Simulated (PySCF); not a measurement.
All values below come from TPSSh-D3(BJ)/def2-TZVP // PBE0-D3(BJ)/def2-SVP run with PySCF. Gas-phase values, no solvent. Delta-SCF ions had no search for a lower state. 

Reference species (SMILES): `[F][Sn]([F])([F])[F]` (neutral, multiplicity 1).

| Property | Value |
|---|---|
| HOMO | -11.21 eV |
| S1 oscillator strength | 0.000 |
| vertical ionisation energy (Delta-SCF) | 14.13 eV |
| HOMO–LUMO gap | 6.84 eV |

After one change: the HOMO rises by 2.91 eV; the S1 oscillator strength stays essentially unchanged; the vertical ionisation energy (Delta-SCF) falls by 2.88 eV; the HOMO–LUMO gap decreases by 2.18 eV.

Q: What was changed between the two runs? The new species is one of these.
A. `C[O][Sn]([F])([O]C)[O]C`
B. `C[O][Sn]([F])([F])[F]`
C. `C[O][Sn]([O]C)([O]C)[O]C`

A: B, `C[O][Sn]([F])([F])[F]`
